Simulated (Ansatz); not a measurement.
Reaction (substitution at a C–C bond): `CCCI` + H–F → `FCCI` + CH₄

Isolated molecules relaxed with PBE0-D4/def2-TZVP in Ansatz; ΔE leaves out vibrations. CCSD(T)/CBS adds triple-zeta CCSD(T) − MP2 to the extrapolated MP2 energy (def2 sets, frozen cores). This one scheme is used for every species. Functionals use def2-TZVPP. B3LYP here is the variant with VWN-RPA as its local correlation; programs differ in this. def2 core potentials past Kr. For I outer-core shells are correlated without core-valence functions, which leaves a few kJ/mol of doubt a bond. One conformer a species, not always the lowest.

| level | ΔE (kcal/mol) | difference from CCSD(T)/CBS |
| --- | --- | --- |
| PBE-D4 | 7.0 | -2.8 |
| r2SCAN-D4 | 6.1 | -3.7 |
| PBE0-D4 | 8.1 | -1.7 |
| B3LYP-D4 | 6.0 | -3.8 |
| ωB97X-V | 6.2 | -3.6 |
| ωB97M-V | 6.9 | -2.9 |
| B2PLYP | 6.2 | -3.6 |
| PBE | 5.8 | -4.0 |
| r2SCAN | 5.7 | -4.1 |
| PBE0 | 7.0 | -2.8 |
| B3LYP | 4.0 | -5.8 |
| HF/def2-TZVPP | 3.2 | -6.6 |
| MP2/def2-TZVPP | 11.2 | 1.4 |
| SCS-MP2/def2-TZVPP | 8.9 | -0.9 |
| CCSD/def2-TZVPP | 8.4 | -1.4 |
| CCSD(T)/def2-TZVPP | 8.8 | -1.0 |
| HF/def2-QZVPP | 3.3 | -6.5 |
| MP2/def2-QZVPP | 11.8 | 2.0 |
| SCS-MP2/def2-QZVPP | 9.5 | -0.3 |
| HF/CBS(def2) | 3.3 | -6.5 |
| MP2/CBS(def2) | 12.2 | 2.4 |
| CCSD/CBS(def2) | 9.4 | -0.4 |
| CCSD(T)/CBS | 9.8 | 0 |

Largest T1 diagnostic among the species: 0.009.

In def2-TZVPP, CCSD(T) changes the Hartree–Fock value by +5.6 kcal/mol (the triples alone add +0.4 kcal/mol) and MP2 by +8.0 kcal/mol. From PBE to PBE0 (25 % exact exchange), in def2-TZVPP and without D4, ΔE moves by +1.2 kcal/mol.
